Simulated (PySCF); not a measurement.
PBEsol on Bi⁻ (bismuth, charge -1), [Xe] 4f14 5d10 6s2 6p4, high-spin 3P determinant. Calculation: PySCF 2.14, in aug-cc-pVDZ-PP with ECP60MDF; scalar relativity through the core potential.

```
cycle= 1 E= -214.442430318451  delta_E= -0.0105  |g|= 0.0108  |ddm|= 0.451
cycle= 2 E= -214.442498218652  delta_E= -6.79e-05  |g|= 0.00817  |ddm|= 0.0813
cycle= 3 E= -214.442593703478  delta_E= -9.55e-05  |g|= 0.00545  |ddm|= 0.0544
cycle= 4 E= -214.442616439734  delta_E= -2.27e-05  |g|= 0.000327  |ddm|= 0.0157
cycle= 5 E= -214.442616875283  delta_E= -4.36e-07  |g|= 2.83e-05  |ddm|= 0.0036
cycle= 6 E= -214.442616877429  delta_E= -2.15e-09  |g|= 3.21e-06  |ddm|= 0.000274
cycle= 7 E= -214.442616877444  delta_E= -1.51e-11  |g|= 1.04e-07  |ddm|= 1.79e-05
converged SCF energy = -214.442616877444  <S^2> = 2.0059554  2S+1 = 3.0039677
```

Highest occupied orbital energy: 1.472 eV; ⟨L²⟩ = 2.02; populations by l: s 4.00, p 10.00, d 10.00.

Can this result be used?

With care. The run converged. Energies and moments cover only the electrons outside the core potential. Spin-orbit coupling is strong in this species (close to jj coupling), so the high-spin LS determinant is a model state, not a physical level. At PBEsol the highest occupied level has a positive energy, so only the finite basis holds that electron; in a semilocal or global hybrid functional this comes from self-interaction and does not mean that the real anion is unbound.
